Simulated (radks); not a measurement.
Values are calculated unless marked as measured or tabulated.
Valence configurations of neutral phosphorus (all share [Ne]). Code: a radial shooting solver on a logarithmic mesh with Libxc functionals. Model: scalar-relativistic Kohn-Sham, LDA (Slater exchange, Perdew-Wang correlation), spin-polarised, spherical densities, finite nucleus; open shells are filled with parallel spins first; Fermi nuclear charge, rms radius 3.1889 fm. Energies are relative to 3s2 3p3; eigenvalues in eV for spin up.

valence,E (eV),moment (Bohr magnetons),e(3p),e(3s)
3s2 3p3,0.000,3,-6.277,-14.768
3s1 3p4,8.222,3,-7.026,-15.749
3p5,18.549,1,-7.007,-
3s1.5 3p3.5,4.109,3,-6.650,-15.260
3s0.5 3p4.5,13.583,2,-7.063,-15.818

NIST lists [Ne] 3s2 3p3 as the ground configuration; this level of theory agrees among the configurations tried. The energies are those of spherical high-spin densities, not of single terms.
